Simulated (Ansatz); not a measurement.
Input for Ansatz (development build ahead of 0.2.0):

```yaml
crystal:
  periodic: [false, false, false]
  atoms:
    - { symbol: H, position_ang: [0.7146, -2.1517, -0.6459] }
    - { symbol: H, position_ang: [1.3329, -1.9367, 0.1739] }
    - { symbol: H, position_ang: [1.6872, -1.3381, 0.9594] }
    - { symbol: H, position_ang: [1.7074, -0.4745, 1.5548] }
    - { symbol: H, position_ang: [1.3894, 0.4831, 1.8422] }
    - { symbol: H, position_ang: [0.7962, 1.345, 1.7648] }
    - { symbol: H, position_ang: [0.0453, 1.9405, 1.3379] }
    - { symbol: H, position_ang: [-0.7146, 2.1517, 0.6459] }
    - { symbol: H, position_ang: [-1.3329, 1.9367, -0.1739] }
    - { symbol: H, position_ang: [-1.6872, 1.3381, -0.9594] }
    - { symbol: H, position_ang: [-1.7074, 0.4745, -1.5548] }
    - { symbol: H, position_ang: [-1.3894, -0.4831, -1.8422] }
    - { symbol: H, position_ang: [-0.7962, -1.345, -1.7648] }
    - { symbol: H, position_ang: [-0.0453, -1.9405, -1.3379] }
basis:
  gaussian: { orbitals: STO-3G }
hamiltonian:
  xc: hf
```

The input is written out in the form of the current development build from the run's settings.

Output:

```json
{
  "Converged": "yes",
  "Total energy": "-7.27879 hartree",
  "Spin squared of the determinant": "0.000"
}
```

Caution: stretched shape with no unrestricted run beside it, a lower state can exist.
